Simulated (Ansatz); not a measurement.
Isolated molecules relaxed with PBE0-D4/def2-TZVP in Ansatz; ΔE leaves out vibrations. CCSD(T)/CBS is the MP2 limit (def2-TZVPP, def2-QZVPP) plus CCSD(T) − MP2 in def2-TZVPP, frozen cores. Functionals use def2-TZVPP. B3LYP here is the variant with VWN-RPA as its local correlation; programs differ in this. HSE06 is defined as in plane-wave codes. No spin–orbit coupling; open shells (•) take unrestricted orbitals. One conformer a species, not always the lowest.

`[SiH3]O[SiH]Cl`• → `O[Si]([SiH3])Cl`•  (isomerisation)

| level | ΔE (kJ/mol) | difference from CCSD(T)/CBS |
| --- | --- | --- |
| revPBE-D4 | 64.5 | -26.6 |
| B97M-V | 83.8 | -7.3 |
| B3LYP-D4 | 89.3 | -1.8 |
| r2SCANh-D4 | 85.9 | -5.2 |
| BHLYP-D4 | 102.0 | 10.9 |
| B2PLYP | 95.2 | 4.1 |
| PBE-QIDH | 88.5 | -2.6 |
| PBE0 | 73.2 | -17.9 |
| r2SCAN0 | 88.4 | -2.7 |
| HSE06 | 72.9 | -18.2 |
| BHLYP | 102.7 | 11.6 |
| RPA@PBE/def2-TZVPP | 94.8 | 3.7 |
| CCSD(T)/def2-SVP | 90.5 | -0.6 |
| SCS-MP2/def2-TZVPP | 106.1 | 15.0 |
| CCSD(T)/def2-TZVPP | 93.0 | 1.9 |
| CCSD/CBS(def2) | 95.1 | 4.0 |
| CCSD(T)/CBS | 91.1 | 0 |

Largest T1 diagnostic among the species: 0.015.

From PBE to PBE0 (25 % exact exchange), in def2-TZVPP and without D4, ΔE moves by +10.3 kJ/mol. In def2-TZVPP, CCSD(T) changes the Hartree–Fock value by −29.0 kJ/mol (the triples alone add −4.0 kJ/mol) and MP2 by −20.2 kJ/mol.

CCSD(T)/CBS has its own doubt, a few kJ/mol and more with outer-core shells, so smaller differences from it don't rank the levels.
